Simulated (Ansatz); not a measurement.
Basis-set extrapolation for H5NO2Si2 (PBE0-D4/def2-TZVP geometry, frozen core, Ansatz). Multiplicity 1, RHF reference.

|  | def2-TZVPP | def2-QZVPP |
| --- | --- | --- |
| HF | -785.207240 | -785.236103 |
| MP2 correlation | -0.913777 | -0.986097 |
| CCSD(T) correlation | -0.982036 | not run |

Energies in hartree. Use E(X) = E(∞) + A·exp(−7.88·√X) for Hartree–Fock and E(X) = E(∞) + B·X^(−2.97) for correlation, with X = 3 and 4, and add CCSD(T) minus MP2 of the smaller set to the MP2 limit.

Task: What is the CCSD(T) energy at the basis-set limit?

Result: HF limit: -785.236103 + (-0.028863) × 0.13774 = -785.24008. MP2 limit: -0.986097 + (-0.072320) × 0.74074 = -1.03967. Higher-order term: -0.982036 − (-0.913777) = -0.06826. Total: -786.34801 hartree, 416.8 kJ/mol below CCSD(T)/def2-TZVPP.
